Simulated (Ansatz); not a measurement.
`C=C=N[SiH](F)F` + `[BH2][AlH2]` → `F[SiH](F)[AlH2]` + `BN=C=C`  (redistribution)

Isolated molecules relaxed with PBE0-D4/def2-TZVP in Ansatz; ΔE leaves out vibrations. CBS: MP2 limit from def2 TZ/QZ plus the TZ coupled-cluster correction, frozen cores. This one scheme is used for every species. DFT in def2-TZVPP. HSE06 is defined as in plane-wave codes. Each species was taken in one conformer, which may not be the lowest.

Task: Is it downhill or uphill in electronic energy at CCSD(T)/CBS, and by how much? (Estimate.)

Result: Ansatz gave: Downhill: ΔE = -14.2 kcal/mol.

Task: What do these levels give: B97M-V, r2SCAN0-D4, CAM-B3LYP-D4, r2SCANh, HSE06, RPA@PBE/def2-TZVPP, MP2/def2-SVP, CCSD/def2-TZVPP, CCSD(T)/def2-TZVPP, SCS-MP2/def2-QZVPP, HF/CBS(def2), MP2/CBS(def2)? (Best estimate.)

Result: The calculation gave: B97M-V -14.8, r2SCAN0-D4 -15.1, CAM-B3LYP-D4 -16.1, r2SCANh -16.2, HSE06 -18.4, RPA@PBE/def2-TZVPP -13.4, MP2/def2-SVP -18.0, CCSD/def2-TZVPP -13.0, CCSD(T)/def2-TZVPP -14.0, SCS-MP2/def2-QZVPP -13.2, HF/CBS(def2) -9.4, MP2/CBS(def2) -14.0 kcal/mol.

Largest T1 diagnostic among the species: 0.017.

Leaving LDA and LC-ωPBE aside and taking each functional with its dispersion term where it has one, the values, not all of them listed here, spread over 7.2 kcal/mol, from PBE-D4 to ωB97M-V. LDA lies −1.4 kcal/mol from PBE without D4. From PBE to PBE0 (25 % exact exchange), in def2-TZVPP and without D4, ΔE moves by +3.3 kcal/mol. In def2-TZVPP, CCSD(T) changes the Hartree–Fock value by −4.3 kcal/mol (the triples alone add −0.9 kcal/mol) and MP2 by −4.1 kcal/mol.
